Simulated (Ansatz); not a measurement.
Consider the ligand exchange at the Si–N bond: `N[Si](F)(F)S` + H₂S → `F[Si](F)(S)S` + NH₃.

Calculated with Ansatz (gas phase, PBE0-D4/def2-TZVP geometries, no zero-point term in ΔE). CCSD(T)/CBS is the MP2 limit (def2-TZVPP, def2-QZVPP) plus CCSD(T) − MP2 in def2-TZVPP, frozen cores. This one scheme is used for every species. Functionals use def2-TZVPP. B3LYP here is the variant with VWN-RPA as its local correlation; programs differ in this. One conformer a species, not always the lowest.

`N[Si](F)(F)S`:

Cartesian coordinates in Å:
```
N -0.140 0.233 -1.369
Si 0.190 0.226 0.277
F -0.765 1.112 1.188
F 1.619 0.891 0.449
S 0.066 -1.750 0.992
H 0.283 0.897 -1.995
H -0.935 -0.237 -1.764
H -0.319 -1.372 2.223
```

H₂S:

Cartesian coordinates in Å:
```
S -0.105 -0.488 -0.366
H 0.593 -0.308 0.764
H -0.488 0.797 -0.398
```

`F[Si](F)(S)S`:

Z-matrix (Å, degrees):
```
Si
F 1 1.585
S 1 2.104 2 108.2
F 1 1.582 2 105.5 3 121.3
S 1 2.101 2 113.5 3 -123.8
H 3 1.346 1 93.2 2 33.6
H 5 1.345 1 92.6 2 67.6
```

NH₃:

Z-matrix (Å, degrees):
```
N
H 1 1.013
H 1 1.013 2 107.1
H 1 1.013 2 107.1 3 -114.5
```

CCSD(T)/CBS gives +15.7 kJ/mol.

(1) Another level gave +15.1 kJ/mol. Which?
A. revPBE-D4/def2-TZVPP
B. B3LYP/def2-TZVPP
C. CAM-B3LYP/def2-TZVPP
D. PBE-QIDH/def2-TZVPP

Largest T1 diagnostic among the species: 0.012.

Results:

(1) D. PBE-QIDH 15.1, B3LYP 19.5, revPBE-D4 3.9, CAM-B3LYP 25.1 kJ/mol.

From BLYP to BHLYP (50 % exact exchange), in def2-TZVPP and without D4, ΔE moves by +10.0 kJ/mol. Leaving LDA and LC-ωPBE aside and taking each functional with its dispersion term where it has one, the values, not all of them listed here, spread over 19.2 kJ/mol, from revPBE-D4 to CAM-B3LYP-D4. LDA lies +8.4 kJ/mol from PBE without D4. In def2-TZVPP, CCSD(T) changes the Hartree–Fock value by −13.2 kJ/mol (the triples alone add −3.4 kJ/mol) and MP2 by −16.5 kJ/mol.

CCSD(T)/CBS has its own doubt, a few kJ/mol and more with outer-core shells, so smaller differences from it don't rank the levels.
